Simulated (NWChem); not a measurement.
System: CH₃ClO₃Si; SMILES O[Si]1(Cl)OCO1

NWChem input:

```
start job
memory heap 200 mb stack 900 mb global 1100 mb
geometry units angstroms noautoz
  O      1.900755    -0.448721     0.000000
  Si     0.304337    -0.039731     0.000000
  Cl    -0.683156    -1.829691     0.000000
  O     -0.246912     1.112819    -1.118399
  C     -0.692410     1.901533     0.000000
  O     -0.246912     1.112819     1.118399
  H      2.514205     0.308546     0.000000
  H     -0.207733     2.904804     0.000000
  H     -1.801373     2.006200     0.000000
end
basis spherical
  * library def2-svp
end
dft
  xc hfexch
  iterations 150
end
tddft
  cis
  nroots 6
  notriplet
end
task tddft energy
```

NWChem printed, in part:

```
             Northwest Computational Chemistry Package (NWChem) 7.3.0
             --------------------------------------------------------

 CS  symmetry detected

                             Geometry "geometry" -> ""
                             -------------------------

 Output coordinates in angstroms (scale by  1.889725989 to convert to a.u.)

  No.       Tag          Charge          X              Y              Z
 ---- ---------------- ---------- -------------- -------------- --------------
    1 O                    8.0000     1.90246892    -0.41051041     0.00000000
    2 Si                  14.0000     0.30071576    -0.02294098     0.00000000
    3 Cl                  17.0000    -0.66271229    -1.82596778     0.00000000
    4 O                    8.0000    -0.26592210     1.12212168    -1.11839900
    5 C                    6.0000    -0.72194489     1.90479752     0.00000000
    6 O                    8.0000    -0.26592210     1.12212168     1.11839900
    7 H                    1.0000     2.50572035     0.35490577     0.00000000
    8 H                    1.0000    -0.25075010     2.91447071     0.00000000
    9 H                    1.0000    -1.83221040     1.99460066     0.00000000

 Effective nuclear repulsion energy (a.u.)     392.3289764114

      Symmetry information
      --------------------

 Group name             Cs
 Group number              2
 Group order               2
 No. of unique centers     8

  xc_inp: hfexch multiplicative factor not found.

                                 NWChem DFT Module
                                 -----------------

 Summary of "ao basis" -> "ao basis" (spherical)
 ------------------------------------------------------------------------------
       Tag                 Description            Shells   Functions and Types
 ---------------- ------------------------------  ------  ---------------------
 O                          def2-svp                 6       14   3s2p1d
 Si                         def2-svp                 8       18   4s3p1d
 Cl                         def2-svp                 8       18   4s3p1d
 C                          def2-svp                 6       14   3s2p1d
 H                          def2-svp                 3        5   2s1p

      Symmetry analysis of basis
      --------------------------

        a'         72
        a"         35

            General Information
            -------------------
          SCF calculation type: DFT
          Wavefunction type:  closed shell.
          No. of atoms     :     9
          No. of electrons :    64
           Alpha electrons :    32
            Beta electrons :    32
          Charge           :     0
          Spin multiplicity:     1
          Use of symmetry is: off; symmetry adaption is: on
          Maximum number of iterations: 150
          AO basis - number of functions:   107
                     number of shells:    49
          Convergence on energy requested:  1.00D-06
          Convergence on density requested:  1.00D-05
          Convergence on gradient requested:  5.00D-04

              XC Information
              --------------
                     Hartree-Fock (Exact) Exchange  1.000

      Superposition of Atomic Density Guess
      -------------------------------------

 Sum of atomic energies:       -1011.25817270

      Non-variational initial energy
      ------------------------------

 Total energy =   -1013.478498
 1-e energy   =   -2178.239747
 2-e energy   =     772.432273
 HOMO         =      -0.350986
 LUMO         =       0.044373

      Symmetry analysis of molecular orbitals - initial
      -------------------------------------------------

  Numbering of irreducible representations:

     1 a'          2 a"

  Orbital symmetries:

     1 a'          2 a'          3 a'          4 a'          5 a"
     6 a'          7 a'          8 a'          9 a'         10 a"
    11 a'         12 a'         13 a'         14 a"         15 a'
    16 a'         17 a"         18 a'         19 a'         20 a'
    21 a'         22 a'         23 a"         24 a'         25 a'
    26 a"         27 a'         28 a"         29 a"         30 a'
    31 a"         32 a'         33 a'         34 a"         35 a'
    36 a'         37 a'         38 a'         39 a"         40 a'
    41 a'         42 a'

   convergence    iter        energy       DeltaE   RMS-Dens  Diis-err
 ---------------- ----- ----------------- --------- --------- ---------
 d= 0,ls=0.0,diis     1  -1012.2086683549 -1.40D+03  7.95D-03  1.15D+00
 d= 0,ls=0.0,diis     2  -1012.3044468467 -9.58D-02  3.03D-03  3.52D-01
 d= 0,ls=0.0,diis     3  -1012.3379191949 -3.35D-02  6.49D-04  5.93D-03
 d= 0,ls=0.0,diis     4  -1012.3388527663 -9.34D-04  1.78D-04  3.42D-04
 d= 0,ls=0.0,diis     5  -1012.3389104145 -5.76D-05  4.84D-05  1.72D-05
  Resetting Diis
 d= 0,ls=0.0,diis     6  -1012.3389145962 -4.18D-06  1.66D-05  1.27D-06
 d= 0,ls=0.0,diis     7  -1012.3389149799 -3.84D-07  2.67D-06  6.36D-08

         Total DFT energy =    -1012.338914979940
      One electron energy =    -2180.164493932447
           Coulomb energy =      854.534021669880
    Exchange-Corr. energy =      -79.037419128805
 Nuclear repulsion energy =      392.328976411433

 Numeric. integr. density =        0.000000000000

                  Occupations of the irreducible representations
                  ----------------------------------------------

                     irrep           alpha         beta
                     --------     --------     --------
                     a'               23.0         23.0
                     a"                9.0          9.0

                       DFT Final Molecular Orbital Analysis
                       ------------------------------------

 Vector   30  Occ=2.000000D+00  E=-4.895308D-01  Symmetry=a'
              MO Center= -5.9D-01, -9.7D-01, -1.8D-14, r^2= 3.5D+00
   Bfn.  Coefficient  Atom+Function         Bfn.  Coefficient  Atom+Function
  ----- ------------  ---------------      ----- ------------  ---------------
    43      0.516937  3 Cl px                40      0.380469  3 Cl px
    37      0.219590  3 Cl px                44     -0.179853  3 Cl py
   103      0.143794  9 H  s                 54      0.138790  4 O  px
    82      0.138790  6 O  px                41     -0.135418  3 Cl py
    68     -0.135366  5 C  px                25      0.122235  2 Si px

 Vector   31  Occ=2.000000D+00  E=-4.806903D-01  Symmetry=a"
              MO Center= -5.1D-01, -1.4D+00, -2.4D-14, r^2= 2.3D+00
   Bfn.  Coefficient  Atom+Function         Bfn.  Coefficient  Atom+Function
  ----- ------------  ---------------      ----- ------------  ---------------
    45      0.603460  3 Cl pz                42      0.431957  3 Cl pz
    39      0.250024  3 Cl pz                 6     -0.114507  1 O  pz
    54     -0.111872  4 O  px                82      0.111872  6 O  px
    55     -0.108747  4 O  py                83      0.108747  6 O  py
     9     -0.102199  1 O  pz                57     -0.094839  4 O  px

[...]

                                NWChem TDDFT Module
                                -------------------

            General Information
            -------------------
           No. of orbitals :     214
            Alpha orbitals :     107
             Beta orbitals :     107
        Alpha frozen cores :       0
         Beta frozen cores :       0
     Alpha frozen virtuals :       0
      Beta frozen virtuals :       0
         Spin multiplicity :       1
    Number of AO functions :     107
        Use of symmetry is : off
      Symmetry adaption is : on
         Schwarz screening :  0.10D-07

              XC Information
              --------------
              Hartree-Fock (Exact) Exchange   1.00

             TDDFT Information
             -----------------
          Calculation type : CIS
         Wavefunction type : Restricted singlets
          No. of electrons :      64
           Alpha electrons :      32
            Beta electrons :      32
              No. of roots :       6
          Max subspacesize :    5200
            Max iterations :     100
               Target root :       1
           Target symmetry : none
      Symmetry restriction : off
                 Algorithm : Optimal
        Davidson threshold :  0.10D-03

    6 smallest eigenvalue differences (eV)
--------------------------------------------------------
  No. Spin  Occ  Vir  Irrep   E(Occ)    E(Vir)   E(Diff)
--------------------------------------------------------
    1    1   32   33 a'       -0.461     0.148    16.555
    2    1   31   33 a"       -0.481     0.148    17.101
    3    1   30   33 a'       -0.490     0.148    17.342
    4    1   32   34 a"       -0.461     0.185    17.561
    5    1   32   35 a'       -0.461     0.188    17.657
    6    1   29   33 a"       -0.513     0.148    17.971
--------------------------------------------------------

  Entering Davidson iterations
  Restricted singlet excited states

  Iter   NTrls   NConv    DeltaV     DeltaE      Time
  ----  ------  ------  ---------  ---------  ---------
    1      6       0     0.94E-01   0.10+100        9.6
    2     12       0     0.89E-01   0.52E-01        9.4
    3     18       0     0.48E-01   0.12E-01        9.6
    4     24       0     0.53E-01   0.11E-01        9.7
    5     30       0     0.36E-01   0.99E-02        9.7
    6     36       0     0.23E-01   0.41E-02        9.3
    7     42       0     0.13E-01   0.79E-03        9.4
    8     48       0     0.59E-02   0.18E-03        9.3
    9     54       0     0.23E-02   0.26E-04        9.3
   10     60       2     0.11E-02   0.57E-05        9.2
   11     64       2     0.69E-03   0.16E-05        9.3
   12     68       4     0.61E-03   0.80E-06        9.2
   13     70       5     0.22E-03   0.28E-06        8.8
   14     71       6     0.90E-04   0.37E-07        8.6
  ----  ------  ------  ---------  ---------  ---------
  Convergence criterion met

  Ground state a'      -1012.338914979940 a.u.

  ----------------------------------------------------------------------------
  Root   1 singlet a"             0.373314592 a.u.               10.1584 eV
  ----------------------------------------------------------------------------
     Transition Moments    X  0.00000   Y -0.00000   Z  0.00783
     Dipole Oscillator Strength                    0.0000152636
     Electric Quadrupole                           0.0000000950
     Magnetic Dipole                               0.0000075224
     Total Oscillator Strength                     0.0000228810

     Occ.   25  a'  ---  Virt.   41  a"       0.05561
     Occ.   26  a"  ---  Virt.   33  a'       0.32520
     Occ.   26  a"  ---  Virt.   35  a'       0.05746
     Occ.   26  a"  ---  Virt.   36  a'      -0.11641
     Occ.   26  a"  ---  Virt.   37  a'      -0.05829
     Occ.   28  a"  ---  Virt.   33  a'       0.20880
     Occ.   28  a"  ---  Virt.   36  a'       0.05992
     Occ.   28  a"  ---  Virt.   38  a'       0.10991
     Occ.   29  a"  ---  Virt.   33  a'       0.21043
     Occ.   29  a"  ---  Virt.   38  a'       0.05830
     Occ.   30  a'  ---  Virt.   34  a"      -0.17401
     Occ.   30  a'  ---  Virt.   41  a"      -0.05991
     Occ.   31  a"  ---  Virt.   33  a'      -0.50199
     Occ.   31  a"  ---  Virt.   35  a'      -0.12260
     Occ.   31  a"  ---  Virt.   36  a'      -0.33860
     Occ.   31  a"  ---  Virt.   37  a'      -0.12534
     Occ.   31  a"  ---  Virt.   38  a'       0.09911
     Occ.   31  a"  ---  Virt.   40  a'      -0.06913
     Occ.   32  a'  ---  Virt.   34  a"      -0.52001
     Occ.   32  a'  ---  Virt.   41  a"      -0.08552
  ----------------------------------------------------------------------------
  Root   2 singlet a'             0.376908266 a.u.               10.2562 eV
  ----------------------------------------------------------------------------
     Transition Moments    X  0.01861   Y -0.19635   Z  0.00000
     Dipole Oscillator Strength                    0.0097741433
     Electric Quadrupole                           0.0000005595
     Magnetic Dipole                               0.0000001934
     Total Oscillator Strength                     0.0097748962

     Occ.   24  a'  ---  Virt.   33  a'      -0.06156
     Occ.   25  a'  ---  Virt.   33  a'       0.07746
     Occ.   26  a"  ---  Virt.   34  a"       0.07301
     Occ.   27  a'  ---  Virt.   33  a'      -0.10171
     Occ.   28  a"  ---  Virt.   34  a"      -0.22844
     Occ.   29  a"  ---  Virt.   34  a"      -0.09561
     Occ.   30  a'  ---  Virt.   33  a'      -0.13894
     Occ.   30  a'  ---  Virt.   35  a'      -0.19474
     Occ.   30  a'  ---  Virt.   36  a'      -0.23288
     Occ.   30  a'  ---  Virt.   37  a'      -0.07197
     Occ.   30  a'  ---  Virt.   38  a'       0.20617
     Occ.   31  a"  ---  Virt.   34  a"       0.09616
     Occ.   32  a'  ---  Virt.   33  a'       0.68799
     Occ.   32  a'  ---  Virt.   35  a'      -0.05717
     Occ.   32  a'  ---  Virt.   36  a'       0.43148
     Occ.   32  a'  ---  Virt.   37  a'       0.17429
     Occ.   32  a'  ---  Virt.   39  a'      -0.06580
     Occ.   32  a'  ---  Virt.   40  a'       0.10382
     Occ.   32  a'  ---  Virt.   42  a'      -0.06195
  ----------------------------------------------------------------------------
  Root   3 singlet a"             0.386123238 a.u.               10.5070 eV
  ----------------------------------------------------------------------------
     Transition Moments    X -0.00000   Y -0.00000   Z -0.13797
     Dipole Oscillator Strength                    0.0048997454
     Electric Quadrupole                           0.0000002549
     Magnetic Dipole                               0.0000006017
     Total Oscillator Strength                     0.0049006020

     Occ.   23  a"  ---  Virt.   33  a'       0.06994
     Occ.   25  a'  ---  Virt.   41  a"      -0.06247
     Occ.   26  a"  ---  Virt.   33  a'       0.55492
     Occ.   26  a"  ---  Virt.   35  a'       0.07551
     Occ.   26  a"  ---  Virt.   36  a'      -0.07834
     Occ.   26  a"  ---  Virt.   37  a'      -0.05937
     Occ.   26  a"  ---  Virt.   54  a'      -0.05484
     Occ.   28  a"  ---  Virt.   33  a'      -0.12379
     Occ.   28  a"  ---  Virt.   36  a'      -0.18410
     Occ.   28  a"  ---  Virt.   37  a'      -0.09165
     Occ.   29  a"  ---  Virt.   33  a'       0.09078
     Occ.   29  a"  ---  Virt.   36  a'      -0.09944
     Occ.   30  a'  ---  Virt.   34  a"       0.14032
     Occ.   30  a'  ---  Virt.   41  a"       0.11694
     Occ.   31  a"  ---  Virt.   33  a'      -0.28158
     Occ.   31  a"  ---  Virt.   35  a'      -0.09781
     Occ.   31  a"  ---  Virt.   36  a'      -0.10124
     Occ.   31  a"  ---  Virt.   38  a'       0.12639
     Occ.   32  a'  ---  Virt.   34  a"       0.61460
     Occ.   32  a'  ---  Virt.   41  a"       0.16214
  ----------------------------------------------------------------------------
  Root   4 singlet a"             0.394477687 a.u.               10.7343 eV
  ----------------------------------------------------------------------------
     Transition Moments    X  0.00000   Y -0.00000   Z  0.43745
     Dipole Oscillator Strength                    0.0503255750
     Electric Quadrupole                           0.0000001936
     Magnetic Dipole                               0.0000042332
     Total Oscillator Strength                     0.0503300019

[...]
```

Level: Hartree-Fock/def2-SVP, CIS. The geometry was optimised at PBE-D3(BJ)/def2-SVP.
